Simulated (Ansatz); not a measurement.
`C[SiH](N)BF` + CH₃NH₂ → `CNBF` + `C[SiH2]N`  (cleavage of the B–Si bond)

Isolated molecules relaxed with PBE0-D4/def2-TZVP in Ansatz; ΔE leaves out vibrations. CCSD(T)/CBS is the MP2 limit (def2-TZVPP, def2-QZVPP) plus CCSD(T) − MP2 in def2-TZVPP, frozen cores. This one scheme is used for every species. Functionals use def2-TZVPP. B3LYP here is the variant with VWN-RPA as its local correlation; programs differ in this. Each species was taken in one conformer, which may not be the lowest.

```tsv
level	ΔE (kcal/mol)	difference from CCSD(T)/CBS
PBE-D4	-40.9	1.5
r2SCAN-D4	-43.3	-0.9
PBE0-D4	-41.9	0.5
B3LYP-D4	-43.1	-0.7
ωB97X-V	-42.1	0.3
ωB97M-V	-43.6	-1.2
B2PLYP	-43.9	-1.5
PBE	-41.1	1.3
r2SCAN	-43.4	-1.0
PBE0	-42.1	0.3
B3LYP	-43.6	-1.2
HF/def2-TZVPP	-44.7	-2.3
MP2/def2-TZVPP	-44.4	-2.0
SCS-MP2/def2-TZVPP	-43.9	-1.5
CCSD/def2-TZVPP	-42.9	-0.5
CCSD(T)/def2-TZVPP	-42.7	-0.3
HF/def2-QZVPP	-44.7	-2.3
MP2/def2-QZVPP	-44.2	-1.8
SCS-MP2/def2-QZVPP	-43.7	-1.3
HF/CBS(def2)	-44.7	-2.3
MP2/CBS(def2)	-44.1	-1.7
CCSD/CBS(def2)	-42.6	-0.2
CCSD(T)/CBS	-42.4	0
```

Largest T1 diagnostic among the species: 0.012.

From PBE to PBE0 (25 % exact exchange), in def2-TZVPP and without D4, ΔE moves by −1.0 kcal/mol.
